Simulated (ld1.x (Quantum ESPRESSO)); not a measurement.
## O: one change to an ultrasoft potential, before and after

| Property | Result |
| --- | --- |
| Element | O |
| Generator | ld1.x (Quantum ESPRESSO) 7.5 |
| Type | ultrasoft |
| Functional | PBE |
| Relativity | non-relativistic |
| Frozen core | [He] |
| Valence charge | 6 |
| Reference configuration | 2s1.5 2p4.5 |
| Partial waves | 2s (bound): rcut 0.70, rcutus 0.95 bohr; 2s channel at 2.2 Ry: rcut 0.70, rcutus 0.95 bohr; 2p (bound): rcut 1.40, rcutus 1.65 bohr; 2p channel at -0.15 Ry: rcut 1.40, rcutus 1.65 bohr |
| Local potential | all-electron potential smoothed inside 0.70 bohr (lloc = -2) |
| Core correction | Bessel-smoothed model core inside 0.45 bohr |
| Augmentation charge | PSQ, radius 0.55 bohr |

Change: all radii but the core radius scaled by about 0.76 (s 0.72, p 1.26 bohr, rcut 0.54/1.08); local potential all-electron potential smoothed inside 0.54 bohr (lloc = -2); augmentation PSQ, radius 0.42 bohr.

Cutoffs: the cutoffs (Ry, on a coarse ladder) from which the occupation-weighted sum of valence levels, in a spherical-Bessel basis at the reference potential, stays within 10 and 1 mRy of its value at 400 Ry; they do not see the model core or the augmentation charge, which bear on the density cutoff. Errors are all-electron minus pseudo energies relative to the spin-unpolarised reference configuration.

Predict the effect on cutoff, ghosts and configuration errors.

The potential gets harder (25 Ry and 45 Ry → 60 Ry and 90 Ry); of the 7 tests that both files solve, the error grows in 7 and shrinks in 0 by more than 15 % and 0.3 meV (median size 5.7 → 31.2 meV); neither file shows a bound ghost. A smaller radius makes the pseudo-wave follow the all-electron one further in, where it bends more sharply, so more plane waves are needed. That the errors move this way runs against the usual rule that smaller radii transfer better.

```tsv
quantity	base	changed
cutoff, loose	25 Ry	60 Ry
cutoff, tight	45 Ry	90 Ry
loose cutoff by channel (10 mRy a level)	s 15 Ry, p 25 Ry	s 55 Ry, p 40 Ry
bound ghosts	none	none
error for 2s2 2p4, meV [ΔE -7.44 eV]	+3.7	+6.7
error for 2s2 2p3, meV [ΔE 9.00 eV]	+5.7	+14
error for 2s2 2p2, meV [ΔE 42.59 eV]	+5.3	+31
error for 2s1 2p5, meV [ΔE 7.45 eV]	+3.7	+6.9
error for 2s2 2p0, meV [ΔE 173.36 eV]	+76	+170
error for 2s0 2p6, meV [ΔE 22.39 eV]	+33	+63
error for 2s2 2p1, meV [ΔE 96.46 eV]	+9.3	+72
lowest overlap eigenvalue by channel	s 0.54, p 0.98	s 0.56, p 0.93
```
